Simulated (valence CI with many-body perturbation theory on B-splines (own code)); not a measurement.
# E1 line list for Tb51+

Computed by configuration interaction combined with many-body perturbation theory (CI+MBPT): four valence electrons over a frozen Dirac-Fock core [Ne], radial functions for each j: 11 s, 11 p, 10 d, 8 f, 5 g, 2 h, with the one-electron correlation potential Σ1, the two-electron term Σ2, the three-electron term Σ3, Breit, model QED; selected CI, second order for the rest, scaled by the run's own slope (own B-spline code, finite nucleus).

The last digits are not significant, and no measured levels were compared; by estimate large intervals hold to a few tenths of a per cent, small ones and those within an open d or f shell to about a per cent. Among the levels kept, up to 590 cm⁻¹ of a level comes from second order outside the variational space, and about a tenth of that is noise between levels of different J, which matters for small intervals.

Lines 201 to 250 of 550 in falling wavelength, among levels below 1135.3 eV, chosen from the strongest by gf and those to the six lowest levels. Wavelengths and rates use the calculated energies. Electric multipoles are in the length gauge, E1 and E2 with the static RPA response of the core. Weak lines are less certain than strong ones. Lines between different terms over intervals too small for the method are left out, as are lines whose strength nearly cancels. The highest levels of a list are the least certain.

Levels are named by their leading jj configuration (3d3/2^4 stands for four electrons in 3d with j = 3/2), which in mixed levels can hold well under half, so a name can repeat and another be missing. Letters in brackets count levels of one name in rising energy.

```csv
λ vac (Å),Upper,Lower,A (s⁻¹),log gf,Branch %
39.67,(3s 3p3/2^2 3d3/2) J=3 [a],(3s^2 3p3/2 3d3/2) J=2,1.83e+11,-0.52,17.6
39.67,(3s 3p3/2^2 3d3/2) J=2 [a],(3s^2 3p3/2 3d3/2) J=2,7.17e+10,-1.07,5.1
39.50,(3s 3p1/2 3p3/2 3d3/2) J=3 [a],(3s^2 3p1/2 3d3/2) J=2,4.28e+09,-2.15,12.4
39.33,(3s 3p1/2 3p3/2 3d3/2) J=2 [b],(3s^2 3p1/2 3d3/2) J=2,1.50e+10,-1.76,3.6
39.33,(3s 3p3/2^2 3d5/2) J=5,(3s^2 3p3/2 3d5/2) J=4,1.98e+11,-0.30,100.0
39.09,(3p1/2 3p3/2^2 3d5/2) J=1 [a],(3s 3p1/2 3p3/2 3d5/2) J=2 [c],1.99e+11,-0.86,18.3
39.08,(3s 3p1/2 3p3/2^2) J=2 [a],(3s^2 3p1/2 3p3/2) J=1,2.50e+11,-0.54,95.9
39.03,(3p1/2 3p3/2^2 3d5/2) J=4 [a],(3s 3p1/2 3p3/2 3d5/2) J=3 [c],4.22e+11,-0.06,47.4
38.75,(3p1/2 3p3/2^2 3d3/2) J=1 [a],(3s 3p1/2 3p3/2 3d3/2) J=1 [c],3.04e+11,-0.69,22.5
38.68,(3p1/2 3p3/2^2 3d5/2) J=3 [a],(3s 3p1/2 3p3/2 3d5/2) J=3 [c],1.25e+11,-0.71,11.1
38.67,(3p1/2 3p3/2^2 3d5/2) J=5,(3s 3p1/2 3p3/2 3d5/2) J=4 [c],3.65e+11,-0.05,65.0
38.43,(3s 3p3/2^2 3d5/2) J=4 [a],(3s^2 3p3/2 3d5/2) J=4,2.62e+11,-0.28,53.8
38.38,(3p1/2 3p3/2^2 3d5/2) J=4 [b],(3s 3p1/2 3p3/2 3d5/2) J=4 [c],1.15e+11,-0.64,11.6
38.35,(3s 3p1/2 3p3/2^2) J=3,(3s^2 3p1/2 3p3/2) J=2,1.46e+11,-0.65,94.0
38.35,(3p1/2 3p3/2^2 3d3/2) J=1 [b],(3s 3p1/2 3p3/2 3d3/2) J=0 [b],1.29e+11,-1.07,7.6
38.34,(3s 3p3/2^2 3d3/2) J=4,(3s^2 3p3/2 3d3/2) J=3,4.79e+11,-0.02,43.9
38.15,(3p1/2 3p3/2^2 3d3/2) J=3 [a],(3s 3p1/2 3p3/2 3d3/2) J=3 [c],1.05e+11,-0.80,9.0
38.14,(3p1/2 3p3/2^2 3d5/2) J=3 [b],(3s 3p1/2 3p3/2 3d5/2) J=2 [d],1.03e+11,-0.80,10.1
38.12,(3s 3p1/2 3p3/2 3d3/2) J=2 [a],(3s 3p1/2^2 3p3/2) J=1,1.52e+11,-0.78,63.1
38.09,(3p1/2 3p3/2^2 3d5/2) J=0,(3s 3p1/2 3p3/2 3d5/2) J=1 [b],5.76e+11,-0.90,54.4
38.05,(3p1/2 3p3/2^2 3d3/2) J=0,(3s 3p1/2 3p3/2 3d3/2) J=1 [c],7.33e+11,-0.80,52.8
37.95,(3p1/2 3p3/2^2 3d3/2) J=3 [b],(3s 3p1/2 3p3/2 3d3/2) J=2 [e],5.92e+11,-0.05,34.7
37.87,(3s 3p1/2 3p3/2 3d5/2) J=3 [b],(3s^2 3p1/2 3d5/2) J=3,1.04e+11,-0.81,26.6
37.83,(3p1/2 3p3/2^2 3d5/2) J=2 [a],(3s 3p1/2 3p3/2 3d5/2) J=1 [c],2.79e+11,-0.52,31.4
37.80,(3p1/2 3p3/2^2 3d5/2) J=4 [a],(3s 3p1/2 3p3/2 3d5/2) J=4 [b],5.73e+10,-0.96,6.4
37.73,(3s 3p3/2^2 3d5/2) J=2 [a],(3s^2 3p3/2 3d5/2) J=1,1.69e+11,-0.74,19.5
37.64,(3s 3p1/2 3p3/2 3d5/2) J=4 [b],(3s^2 3p1/2 3d5/2) J=3,4.42e+10,-1.07,27.6
37.64,(3p1/2 3p3/2^2 3d3/2) J=3 [a],(3s 3p1/2 3p3/2 3d3/2) J=2 [d],5.75e+10,-1.07,5.0
37.60,(3p1/2 3p3/2^2 3d3/2) J=2 [a],(3s 3p1/2 3p3/2 3d3/2) J=2 [c],3.26e+11,-0.46,31.8
37.59,(3p1/2 3p3/2^2 3d3/2) J=4,(3s 3p1/2 3p3/2 3d3/2) J=3 [c],5.17e+11,-0.01,50.3
37.58,(3p1/2 3p3/2^2 3d3/2) J=1 [b],(3s 3p1/2 3p3/2 3d3/2) J=1 [d],1.36e+11,-1.06,8.0
37.57,(3p1/2 3p3/2^2 3d5/2) J=4 [a],(3s 3p1/2 3p3/2 3d5/2) J=3 [b],1.00e+11,-0.72,11.3
37.48,(3s 3p3/2 3d3/2^2) J=1 [b],(3s^2 3d3/2^2) J=2,2.36e+11,-0.83,10.3
37.47,(3p1/2 3p3/2^2 3d3/2) J=2 [c],(3s 3p1/2 3p3/2 3d3/2) J=1 [d],2.44e+11,-0.59,17.8
37.42,(3s 3p1/2 3p3/2 3d5/2) J=2 [b],(3s^2 3p1/2 3d5/2) J=3,1.27e+11,-0.88,28.4
37.40,(3p1/2 3p3/2^2 3d5/2) J=1 [b],(3s 3p1/2 3p3/2 3d5/2) J=2 [d],3.64e+11,-0.64,25.9
37.34,(3s 3p3/2^2 3d5/2) J=4 [b],(3s^2 3p3/2 3d5/2) J=3,4.01e+11,-0.12,28.6
37.34,(3p1/2 3p3/2^2 3d5/2) J=2 [b],(3s^2 3d3/2^2) J=2,1.01e+11,-0.98,8.1
37.32,(3p1/2 3p3/2^2 3d5/2) J=3 [b],(3s 3p1/2 3p3/2 3d5/2) J=2 [c],1.17e+11,-0.77,11.6
37.27,(3s 3p1/2 3p3/2 3d3/2) J=0 [a],(3s 3p1/2^2 3p3/2) J=1,4.52e+10,-2.03,91.1
37.25,(3p1/2 3p3/2^2 3d5/2) J=3 [a],(3s 3p1/2 3p3/2 3d5/2) J=3 [b],2.17e+11,-0.50,19.3
37.21,(3p1/2 3p3/2^3) J=1,(3s 3p1/2 3p3/2^2) J=1 [b],7.49e+11,-0.33,43.2
37.20,(3p1/2^2 3p3/2 3d5/2) J=2,(3s 3p1/2^2 3d5/2) J=2,2.13e+11,-0.66,49.1
37.18,(3p1/2 3p3/2^2 3d5/2) J=2 [c],(3s 3p1/2 3p3/2 3d5/2) J=2 [d],1.59e+11,-0.78,9.5
36.98,(3s 3p3/2^2 3d5/2) J=2 [b],(3s^2 3p3/2 3d5/2) J=1,2.66e+11,-0.56,27.0
36.98,(3p1/2 3p3/2^2 3d5/2) J=4 [b],(3s 3p1/2 3p3/2 3d5/2) J=4 [b],1.85e+11,-0.47,18.6
36.97,(3p1/2 3p3/2^2 3d3/2) J=1 [a],(3s 3p1/2 3p3/2 3d3/2) J=2 [c],1.92e+11,-0.93,14.2
36.94,(3s 3p3/2 3d3/2^2) J=2 [c],(3s 3p1/2 3p3/2 3d5/2) J=2 [d],1.87e+11,-0.72,9.2
36.89,(3p1/2 3p3/2^2 3d5/2) J=2 [c],(3s^2 3d3/2^2) J=2,2.45e+11,-0.60,14.6
36.89,(3s 3p1/2 3p3/2 3d3/2) J=1 [d],(3s^2 3p1/2 3d3/2) J=1,1.70e+11,-0.98,12.4
```

Question: How does gf follow from A for the line at 39.03 Å?

Answer: gf = 1.4992 × (2J+1)_upper × A / σ², with σ = 2561943 cm⁻¹ and 2J+1 = 9: gf = 0.867.
